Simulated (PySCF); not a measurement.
Si(CCH)2(OH)(OMe), SMILES C#C[Si](O)(C#C)OC, singlet, CAM-B3LYP/def2-SVP optimised geometry.

```
14

C     -2.44    -1.02     2.46
C     -2.07    -0.40     1.49
Si    -1.50     0.49     0.00
O     -2.07     2.03     0.00
C      0.33     0.49     0.00
C      1.54     0.47    -0.01
O     -2.07    -0.23    -1.36
C     -1.85    -1.54    -1.80
H     -2.78    -1.56     3.33
H     -2.62     2.28    -0.75
H      2.62     0.46    -0.02
H     -2.22    -2.28    -1.07
H     -2.38    -1.70    -2.75
H     -0.78    -1.74    -1.97
```

Density from CAM-B3LYP/def2-TZVP (PySCF) at that geometry.

Minimum of the electron density along straight lines between bonded atoms, close to the bond critical point (lines longer than 1.1 times the sum of covalent radii, or with two minima, are not listed):

| bond | length / Å | ρ at the minimum / e bohr⁻³ | ∇²ρ there / e bohr⁻⁵ | position (fraction from the first atom) |
|---|---|---|---|---|
| C1–C2 | 1.212 | 0.420 | -1.27 | 0.53 |
| C2–Si3 | 1.830 | 0.124 | 0.29 | 0.61 |
| Si3–O4 | 1.641 | 0.144 | 0.81 | 0.41 |
| Si3–C5 | 1.830 | 0.124 | 0.29 | 0.39 |
| C5–C6 | 1.212 | 0.420 | -1.27 | 0.47 |
| Si3–O7 | 1.646 | 0.139 | 0.81 | 0.41 |
| O7–C8 | 1.405 | 0.257 | -0.50 | 0.65 |
| C1–H9 | 1.075 | 0.286 | -1.07 | 0.67 |
| O4–H10 | 0.963 | 0.349 | -2.38 | 0.81 |
| C6–H11 | 1.075 | 0.286 | -1.07 | 0.67 |
| C8–H12 | 1.104 | 0.279 | -0.97 | 0.65 |
| C8–H13 | 1.099 | 0.282 | -1.00 | 0.65 |
| C8–H14 | 1.104 | 0.279 | -0.97 | 0.65 |
